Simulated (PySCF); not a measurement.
zirconium atom (Zr), triplet (core potentials on Zr). Base run: HF/def2-SVP (PySCF).

Input for PySCF:
```python
from pyscf import gto, scf

mol = gto.Mole()
mol.atom = '''
    Zr    0.00000000    0.00000000    0.00000000
'''
mol.basis = 'def2-svp'
mol.ecp = {'Zr': 'def2-svp'}
mol.spin = 2
mol.verbose = 4
mol.build()

mf = scf.UHF(mol)
mf.kernel()
mf.analyze()
```

Variants of this job, named by their change:

```
change                                                                                                                  ΔE vs base (mEh)        outcome
----------------------------------------------------------------------------------------------------------------------  ----------------  -------------
base                                                                                                                               0.000      converged
auxbasis = cc-pvqz-jkfit                                                                                                               -  input refused
auxbasis = def2-svp-ri                                                                                                                 -  input refused
auxbasis = default (with mf = mf.density_fit())                                                                                        -  not converged
auxbasis = autoaux                                                                                                                -0.002      converged
auxbasis = def2-tzvp-ri                                                                                                                -  input refused
auxbasis = even-tempered beta=3.0                                                                                                -28.664      converged
exchange = seminumerical (SGX) (with mf = sgx.sgx_fit(mf, auxbasis='def2-universal-jfit'); with mf.with_df.dfj = True)            -0.006      converged
auxbasis = cc-pvtz-ri                                                                                                                  -  input refused
auxbasis = even-tempered beta=2.0                                                                                                 -0.426      converged
```

A fitting set is made for a task (jfit for Coulomb, jkfit for Coulomb and exchange, ri for correlation) and for a family of orbital bases.

Open shells are given as the SCF converged; they aren't shown to be the lowest states, and a large step between rows can be another state.

- auxbasis = cc-pvqz-jkfit: ended with `pyscf.lib.exceptions.BasisNotFoundError: Basis set not found for Zr in cc-pvqz-jkfit`
- auxbasis = def2-svp-ri: ended with `pyscf.lib.exceptions.BasisNotFoundError: Basis set not found for Zr in def2-svp-ri`
- auxbasis = def2-tzvp-ri: ended with `pyscf.lib.exceptions.BasisNotFoundError: Basis set not found for Zr in def2-tzvp-ri`
